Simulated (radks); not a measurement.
The numbers below are computed, except where a source is named.
Q: Spherical quantum dot in the effective-mass picture: electrons in a parabolic well V = omega^2 r^2 / 2 with omega = 1.86, all in effective atomic units (hartree* = m*/eps^2 hartree, bohr* = eps/m* bohr), one dielectric constant everywhere. Level of theory: non-relativistic Kohn-Sham, r2SCAN, spin-polarised, spherical densities, generalised Kohn-Sham scheme (a radial shooting solver with Libxc functionals). Levels are named by radial order and angular momentum (1s, 1p, 1d, 2s, ...), and open shells are averaged over m. At N = 15 the configuration is 1s2 1p6 1d(up 5, down 2). Does electron 16 go into 2s up or 2s down or 1d down?

A: Into 1d down. The total energies of the other choices lie higher by 0.0894 hartree* (2s up), 0.156 hartree* (2s down).
